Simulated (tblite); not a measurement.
Species: C7H11ClO.
Geometry (GFN2-xTB, Å), atoms numbered from 1 in this order:
```
atom  x, y, z in Å
C1     2.8316   -0.3612   -0.3215
C2     1.7312    0.2991   -0.6279
C3     0.6477    0.6341    0.3484
C4    -0.7196    0.0519   -0.0701
C5    -1.8004    0.5005    0.9218
C6    -0.6505   -1.4762   -0.1191
C7    -1.0885    0.5483   -1.4442
O8    -1.3356   -0.0866   -2.4120
Cl9   -1.1683    2.3227   -1.5506
H10    3.0203   -0.7146    0.6793
H11    3.5928   -0.5734   -1.0523
H12    1.5641    0.6425   -1.6410
H13    0.5597    1.7206    0.4230
H14    0.9018    0.2421    1.3347
H15   -2.7730    0.1124    0.6271
H16   -1.5626    0.1200    1.9119
H17   -1.8586    1.5844    0.9699
H18    0.1158   -1.7994   -0.8189
H19   -0.4091   -1.8666    0.8660
H20   -1.6039   -1.8899   -0.4374
```

Level: GFN2-xTB in tblite, geometry and Hessian alike; calculated harmonic values, unscaled, isolated species. Errors from tens to a few hundred cm⁻¹ against measured bands are possible. One conformer, not necessarily the lowest.

Harmonic wavenumbers (cm⁻¹): 42.7, 57.7, 80.6, 173.3, 183.3, 197.9, 218.9, 242.7, 308.7, 339.1, 388.3, 400.6, 444.4, 462.7, 597.2, 635.6, 681.7, 826.5, 891.4, 906.4, 924.8, 966.1, 973.8, 983.4, 1020.9, 1025.4, 1092.5, 1170.3, 1188.1, 1221.0, 1263.4, 1283.0, 1316.0, 1400.1, 1413.1, 1418.0, 1460.1, 1482.1, 1483.9, 1492.0, 1497.3, 1719.7, 1829.2, 2969.3, 2989.7, 3036.9, 3041.2, 3047.1, 3048.7, 3052.5, 3054.4, 3055.3, 3099.0, 3129.8.

A = 1726, B = 1046, C = 919.3 MHz; mass 146.050 u (most abundant isotopes); point group C1, symmetry number 1.

Problem. What is the zero-point energy?

Solution. Half the sum of the wavenumbers: 35614 cm⁻¹ = 101.83 kcal/mol.

Problem. What is S at 400 K and 1 bar for an ideal gas of classical rigid rotors and harmonic oscillators?

Solution. Translation 42.33, rotation 30.53, vibration 44.03: S = 116.9 cal/(mol K).

Problem. And Cp and H(400 K) − H(0)?

Solution. Cp = 50.93 cal/(mol K), of which vibrations give 42.98 (their classical limit is 54 R = 107.3); H(400 K) − H(0) = 12.18 kcal/mol without the zero-point energy, 9.00 from vibrations.

Problem. Blend soft modes into free rotors: weight 1/[1 + (100 cm⁻¹/ν̃)⁴] for the oscillator and the rest for a rotor with moment μB/(μ + B), μ = h/(8π²ν), B = 10⁻⁴⁴ kg m². What vibrational entropy results?

Solution. 40.24 cal/(mol K) in place of 44.03, which changes −T·S at 400 K by +1.51 kcal/mol.

Problem. Which modes carry the vibrational entropy at 400 K?

Solution. 42.7 cm⁻¹: 5.71; 57.7 cm⁻¹: 5.12; 80.6 cm⁻¹: 4.45; 173.3 cm⁻¹: 2.96; 183.3 cm⁻¹: 2.85; 197.9 cm⁻¹: 2.70 cal/(mol K); the other 48 give 20.23 together.

Problem. How do the functions run with temperature in this model?

Solution. 
```tsv
T (K)	S (cal/(mol K))	Cp (cal/(mol K))	H − H(0) (kcal/mol)	G − H(0) (kcal/mol)	ln q(vib)
100	71.7	20.2	1.37	-5.80	2.05
200	89.2	31.1	3.96	-13.88	5.03
300	103.7	41.1	7.57	-23.54	7.97
500	129.2	59.5	17.71	-46.89	13.63
800	161.5	77.9	38.57	-90.66	21.59
1000	179.8	86.0	55.00	-124.83	26.49
```

q(vib) and H(0) count from the zero-point level.

Problem. What must be added to the electronic energy to get the Gibbs energy at 400 K and 1 bar?

Solution. ZPE + [H(400 K) − H(0)] − T·S = 101.83 + 12.18 − 46.76 = 67.25 kcal/mol.

Hindered rotation and anharmonicity are outside this model. Other conformers, if any are populated, would add a mixing term that is left out. The structure is chiral; the term R ln 2 for an equal mix with its mirror image is left out.

Hardware: an Intel Xeon Platinum 8259CL at 2.50 GHz with one thread, no GPU, shared host with 96 logical CPUs at a one-minute load of 73. Cost: 2.6 s of wall time. This covers the Hessian and the dipole derivatives.
